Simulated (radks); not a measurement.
Results of a calculation; reference values are marked as such.
A nucleus of charge 71.1 with 71 electrons, 71 electrons, occupied as [Xe] 4f14 5d1 6s2. Level of theory: scalar-relativistic Kohn-Sham, PBEsol, spin-polarised, spherical densities, finite nucleus; open shells are filled with parallel spins first (spin-orbit coupling, left out, can overturn this in heavy ions); Fermi nuclear charge, rms radius 5.37 fm (a radial shooting solver on a logarithmic mesh with Libxc functionals).

Unscreened Slater integrals over Kohn-Sham orbitals (cm^-1). They are taken over the spin-up orbitals.

integral,value
"F0(5d,5d)",73810
"F2(5d,5d)",35260
"F4(5d,5d)",22319
"F0(5d,6s)",61770
"G2(5d,6s)",22646
"F0(5d,4f)",100900
"F2(5d,4f)",19652
"F4(5d,4f)",8967.7
"G1(5d,4f)",9202.7
"G3(5d,4f)",7025.3
"G5(5d,4f)",5242.0
"F0(5d,5p)",93817
"F2(5d,5p)",38878
"G1(5d,5p)",42596
"G3(5d,5p)",25730
"F0(6s,6s)",56002
"F0(6s,4f)",73508
"G3(6s,4f)",2213.7
"F0(6s,5p)",70334
"G1(6s,5p)",5122.9
"F0(4f,4f)",286310
"F2(4f,4f)",133950
"F4(4f,4f)",83654
"F6(4f,4f)",60076
"F0(4f,5p)",172460
"F2(4f,5p)",56644
"G2(4f,5p)",28940
"G4(4f,5p)",22239
"F0(5p,5p)",142310
"F2(5p,5p)",76205

Derived for the open shells (J is the average intra-shell exchange parameter used in DFT+U). 5d: Racah B = F2/49 - 5 F4/441 = 466.5 cm^-1, C = 35 F4/441 = 1771 cm^-1, C/B = 3.80, F4/F2 = 0.633, J = (F2 + F4)/14 = 4113 cm^-1.
